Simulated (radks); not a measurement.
Species: Cu2+. Configuration: [Ne] 3s2 3p5.5 3d9 4p0.5 (fractional occupations, a model configuration). All-electron calculation, Dirac Kohn-Sham, BP86, spin-unpolarised, spherical densities, finite nucleus; open shells fill j = l - 1/2 first; Fermi nuclear charge, rms radius 3.8823 fm. Program: a radial shooting solver on a logarithmic mesh with Libxc functionals.

Normalised radial functions P(r) = r R(r) (large component), r in bohr:

r,3d3/2,3d5/2
0.005108,0.0000,0.0000
0.007681,0.0001,0.0001
0.01155,0.0004,0.0004
0.01737,0.0013,0.0012
0.02612,0.0039,0.0038
0.03928,0.0117,0.0113
0.0586,0.0325,0.0316
0.08812,0.0854,0.0836
0.1325,0.2024,0.1993
0.1993,0.4172,0.4125
0.2997,0.7163,0.7104
0.4471,0.9767,0.9716
0.6723,1.0280,1.0259
1.011,0.8150,0.8166
1.52,0.4831,0.4866
2.286,0.1982,0.2011
3.411,0.0484,0.0496
5.129,0.0048,0.0050
7.714,0.0001,0.0001

3d3/2: eigenvalue -34.407 eV, 0 radial nodes, <r> = 0.886 bohr, 90 % of the charge inside 1.52 bohr. 3d5/2: eigenvalue -34.092 eV, 0 radial nodes, <r> = 0.891 bohr, 90 % of the charge inside 1.53 bohr.
